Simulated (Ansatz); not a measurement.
Isolated molecules relaxed with PBE0-D4/def2-TZVP in Ansatz; ΔE leaves out vibrations. CBS: MP2 limit from def2 TZ/QZ plus the TZ coupled-cluster correction, frozen cores. Functionals use def2-TZVPP. B3LYP here is the variant with VWN-RPA as its local correlation; programs differ in this. Each species was taken in one conformer, which may not be the lowest.

`CBNC` + `C=C[SiH3]` → `C=C([SiH3])BC` + CH₃NH₂  (formal exchange of groups at a B–N bond)

`CBNC`:

```xyz
12

C     0.283   -1.975    0.099
B     0.462   -0.459   -0.264
N    -0.405    0.517    0.213
C    -0.346    1.935   -0.048
H    -0.574   -2.184    0.747
H     1.181   -2.358    0.596
H     0.171   -2.576   -0.810
H     1.363   -0.088   -0.971
H    -1.171    0.241    0.809
H     0.506    2.141   -0.695
H    -1.250    2.293   -0.550
H    -0.221    2.512    0.875
```

`C=C[SiH3]`:

Z-matrix (Å, degrees):
```
Si
C 1 1.859
H 1 1.488 2 110.8
H 1 1.487 2 109.0 3 -120.3
H 1 1.488 2 110.8 3 119.3
C 2 1.330 1 123.1 3 120.2
H 2 1.089 1 118.8 3 -59.8
H 6 1.087 2 122.2 1 -180.0
H 6 1.087 2 121.7 1 0.0
```

`C=C([SiH3])BC`:

Cartesian coordinates in Å:
```
C -1.259 -0.136 -1.659
C -0.362 -0.056 -0.663
Si 1.458 -0.256 -1.033
B -0.897 0.207 0.771
C -0.007 0.306 2.045
H -0.983 -0.316 -2.697
H -2.324 -0.022 -1.463
H 1.656 -0.516 -2.485
H 2.034 -1.389 -0.258
H 2.214 0.970 -0.657
H -2.092 0.309 0.891
H 1.069 0.376 1.874
H -0.320 1.127 2.698
H -0.187 -0.605 2.636
```

CH₃NH₂:

```xyz
7

C     0.157    0.300   -0.457
N    -0.082   -0.234    0.873
H    -0.281   -0.280   -1.282
H     1.233    0.368   -0.632
H    -0.240    1.316   -0.515
H     0.288   -1.173    0.953
H    -1.074   -0.296    1.060
```

```csv
level,ΔE (kcal/mol),difference from CCSD(T)/CBS
r2SCAN-D4,30.4,0.5
B3LYP-D4,30.4,0.5
B2PLYP,31.1,1.2
r2SCAN,30.6,0.7
PBE0,30.6,0.7
B3LYP,31.8,1.9
SCS-MP2/def2-TZVPP,30.1,0.2
CCSD(T)/def2-TZVPP,30.3,0.4
MP2/def2-QZVPP,29.6,-0.3
SCS-MP2/def2-QZVPP,29.9,0.0
CCSD(T)/CBS,29.9,0
```

Largest T1 diagnostic among the species: 0.011.

The D4 term adds −1.4 kcal/mol with B3LYP and −0.8 kcal/mol with PBE0; it sums over pairs of atoms, weighted by their polarisabilities, and B3LYP, whose exchange is more repulsive, gets the larger term.
